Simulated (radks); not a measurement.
Task: Valence configurations of neutral iridium (all share [Xe]). Method: Dirac Kohn-Sham, PBE, spin-unpolarised, spherical densities, point nucleus; open shells are shared between the two j in proportion to 2j + 1; computed with a radial shooting solver on a logarithmic mesh with Libxc functionals. Order these by energy: 4f13.5 5d7 6s2 6p0.5; 4f14 5d8 6p1; 4f12 5d9 6s2; 4f14 5d7 6s1 6p1; 4f14 5d8 6s1; 4f14 5d6 6s2 6p1; 4f13 5d6 6s2 6p2; 4f14 5d7 6s1.5 6p0.5; 4f13 5d8 6s2; 4f14 5d7 6s2.

Result: From the lowest, in eV above it: 4f14 5d8 6s1 0.000; 4f14 5d7 6s2 0.345; 4f14 5d7 6s1.5 6p0.5 2.925; 4f14 5d8 6p1 4.800; 4f14 5d7 6s1 6p1 5.607; 4f14 5d6 6s2 6p1 7.445; 4f13.5 5d7 6s2 6p0.5 32.444; 4f13 5d8 6s2 59.849; 4f13 5d6 6s2 6p2 79.070; 4f12 5d9 6s2 129.01. NIST lists [Xe] 4f14 5d7 6s2 as the ground configuration; this level of theory puts 4f14 5d8 6s1 lower, by 0.345 eV. The energies are those of spherical spin-averaged densities, not of single terms.
